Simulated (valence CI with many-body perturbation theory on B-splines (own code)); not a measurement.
# Tc30+: electric-dipole lines

Level of theory: relativistic CI+MBPT: three valence electrons over a frozen Dirac-Fock core [Ne], a basis of 11 s, 11 p, 10 d, 8 f, 5 g, 2 h functions for each j, with the one-electron correlation potential Σ1, the two-electron term Σ2, the three-electron term Σ3, Breit, model QED; selected CI, second order for the rest, scaled by the run's own slope (own B-spline code, finite nucleus).

The last digits are not significant, and no measured levels were compared; by estimate large intervals hold to a few tenths of a per cent, small ones and those within an open d or f shell to about a per cent.

Lines 151 to 200 of 582 in falling wavelength, among levels below 61.406 Ry, chosen from the strongest by gf and those to the six lowest levels. Wavelengths and rates use the calculated energies. Electric multipoles are in the length gauge with retardation, E1 and E2 with the static RPA response of the core. Weak lines are less certain than strong ones. Lines between different terms over intervals too small for the method are left out, as are lines whose strength nearly cancels. The highest levels of a list are the least certain.

Names give the largest LS component (configuration and term), which can be under half, so a name can repeat, a term be missing and a line seem to break the LS rules; names also repeat where a configuration has a term twice. Letters in brackets count levels of one name in rising energy.

```tsv
λ vac (Å)	Upper	Lower	A (s⁻¹)	log gf	Branch %
115.5	3p3 4S°_3/2	3s 3p2 4P_5/2	2.04e+10	-0.79	22.4
115.3	3s 3p 3d 4F°_5/2 [b]	3s 3p2 4P_5/2	7.00e+09	-1.08	34.0
115.2	3p 3d2 2G°_9/2 [a]	3p2 3d 2F_7/2 [b]	1.46e+10	-0.54	11.9
115.2	3p2 3d 4F_9/2 [a]	3s 3p 3d 4F°_7/2	1.98e+10	-0.40	41.1
115.2	3s 3p 3d 2F°_5/2 [b]	3s 3p2 2P_3/2	3.27e+10	-0.41	16.1
115.1	3p 3d2 2G°_9/2 [b]	3s 3d2 2G_7/2	2.27e+10	-0.35	10.6
115.0	3p 3d2 4G°_9/2	3p2 3d 4F_9/2 [a]	1.31e+10	-0.58	21.3
114.9	3p 3d2 4D°_5/2 [c]	3s 3d2 4F_5/2	1.10e+10	-0.89	7.4
114.8	3d3 2F_7/2	3p 3d2 2G°_9/2 [b]	1.64e+10	-0.59	8.9
114.8	3p2 3d 2D_3/2 [b]	3s 3p 3d 2P°_1/2 [b]	5.68e+10	-0.35	23.2
114.6	3p 3d2 2D°_5/2 [b]	3s 3d2 2D_3/2	2.58e+10	-0.52	10.7
114.4	3d3 2G_9/2	3p 3d2 2F°_7/2 [b]	5.43e+09	-0.97	3.9
114.3	3d3 2P_1/2	3p 3d2 2P°_1/2 [a]	2.63e+10	-0.99	11.2
114.3	3d3 2D_3/2 [b]	3p 3d2 2P°_1/2 [b]	5.38e+10	-0.38	25.7
114.2	3p2 3d 2F_5/2 [a]	3s 3p 3d 4F°_3/2	1.19e+10	-0.86	29.0
114.0	3p2 3d 4D_5/2	3s 3p 3d 4F°_7/2	1.53e+10	-0.75	14.1
113.5	3p 3d2 2G°_9/2 [a]	3s 3d2 4F_9/2	1.67e+10	-0.49	13.7
113.4	3p2 3d 4F_9/2 [b]	3s 3p 3d 4D°_7/2	1.38e+10	-0.58	19.4
113.3	3p2 3d 4F_7/2	3s 3p 3d 4F°_5/2 [b]	1.45e+10	-0.65	21.9
113.2	3p 3d2 2H°_9/2	3p2 3d 2G_7/2	2.79e+10	-0.27	50.5
113.1	3p 3d2 4D°_7/2 [a]	3p2 3d 2D_5/2 [a]	2.73e+10	-0.38	22.5
113.0	3d3 4F_9/2	3p 3d2 4D°_7/2 [c]	3.84e+10	-0.13	19.5
113.0	3s 3d2 2G_7/2	3s 3p 3d 2F°_5/2 [b]	1.12e+11	0.24	76.6
112.8	3p2 3d 4P_5/2	3s 3p 3d 4D°_5/2	9.79e+09	-0.95	5.1
112.6	3p2 3d 2D_3/2 [a]	3s 3p 3d 2F°_5/2 [a]	4.41e+10	-0.47	40.9
112.5	3p 3d2 4S°_3/2	3s 3d2 4P_1/2 [a]	2.72e+10	-0.69	9.8
112.5	3d3 2G_7/2	3p 3d2 2F°_5/2 [a]	3.16e+10	-0.32	17.1
112.5	3s 3d2 2G_9/2	3s 3p 3d 2F°_7/2 [b]	1.12e+11	0.33	80.9
112.5	3p2 3d 2F_5/2 [c]	3s 3p 3d 2P°_3/2 [b]	9.46e+10	0.03	36.1
112.4	3p 3d2 4D°_5/2 [b]	3p2 3d 4P_5/2	1.38e+10	-0.80	6.9
112.2	3p2 3d 2F_5/2 [b]	3s 3p 3d 2F°_5/2 [a]	1.96e+10	-0.65	11.5
112.2	3p2 3d 2D_5/2 [a]	3s 3p 3d 4P°_5/2	2.74e+10	-0.51	18.3
112.1	3p 3d2 2F°_5/2 [b]	3s 3d2 2G_7/2	5.78e+10	-0.18	30.4
112.1	3d3 2F_7/2	3p 3d2 2D°_5/2 [b]	1.86e+10	-0.55	10.1
112.0	3p2 3d 2P_3/2 [a]	3s 3p 3d 4F°_5/2 [a]	2.83e+10	-0.67	32.7
112.0	3s 3p 3d 4D°_7/2	3s 3p2 2D_5/2	1.07e+10	-0.79	10.8
111.9	3p2 3d 4D_7/2	3s 3p 3d 4F°_9/2	1.73e+10	-0.59	19.2
111.9	3p 3d2 4D°_5/2 [b]	3s 3d2 4F_3/2 [a]	2.63e+10	-0.53	13.1
111.9	3p2 3d 2D_5/2 [b]	3s 3p 3d 2F°_7/2 [a]	4.02e+10	-0.34	30.3
111.8	3d3 2D_5/2 [a]	3p 3d2 2D°_3/2 [b]	2.83e+10	-0.50	13.5
111.7	3s 3d2 2D_5/2	3s 3p 3d 2F°_7/2 [b]	3.30e+10	-0.43	17.7
111.7	3p 3d2 4D°_5/2 [a]	3p2 3d 2G_7/2	1.34e+10	-0.82	16.1
111.6	3p2 3d 2F_7/2 [a]	3s 3p 3d 4F°_5/2 [a]	2.67e+10	-0.40	58.1
111.5	3p 3d2 4F°_9/2	3p2 3d 4D_7/2	5.76e+09	-0.97	3.8
111.5	3p3 2P°_1/2	3s 3p2 2D_3/2	6.39e+10	-0.62	74.3
111.5	3p2 3d 2D_5/2 [a]	3s 3p 3d 4D°_3/2	1.55e+10	-0.76	10.3
111.3	3p 3d2 4D°_3/2 [b]	3s 3d2 4F_5/2	3.09e+10	-0.64	13.7
111.2	3p 3d2 4D°_7/2 [b]	3p2 3d 4P_5/2	4.00e+10	-0.23	22.5
111.2	3p2 3d 4P_3/2	3s 3p 3d 4D°_3/2	1.53e+10	-0.94	8.8
111.2	3d3 4P_5/2	3p 3d2 4S°_3/2	5.03e+10	-0.25	21.2
```
